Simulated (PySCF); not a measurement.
Computed IR spectrum (relative IR intensity) of a molecule C₃H₁₂N₂Si. Geometry optimised at PBE0-D3(BJ)/def2-SVP. Other conformers were not sampled. Level of theory: PySCF with PBE0-D3(BJ)/def2-SVP. Frequencies are harmonic and unscaled.

Lines under 2 % of the strongest are left out, and lines within 2 cm⁻¹ are merged.

ν (cm⁻¹): 210 (vw), 238 (vw), 258 (w), 304 (s), 313 (m), 363 (w), 386 (m), 424 (s), 437 (m), 604 (w), 733 (w), 772 (w), 808 (w), 874 (m), 888 (vs), 913 (m), 919 (w), 930 (s), 1014 (m), 1127 (vw), 1473 (w), 1480 (w), 1533 (m), 1539 (m), 2169 (vs), 3026 (w), 3032 (w), 3034 (m), 3114 (w), 3116 (w), 3134 (w), 3144 (w), 3610 (w), 3623 (w), 3712 (w), 3729 (w) (against the strongest line: vs over 80 %, s over 45 %, m over 15 %, w over 4 %, vw less)

Problem. Pick the molecule that these values belong to.
A) CC(C)[SiH](N)N
B) CCCN[SiH2]N
C) C[SiH2]NCCN
D) CCN[SiH2]CN

Solution. A, CC(C)[SiH](N)N
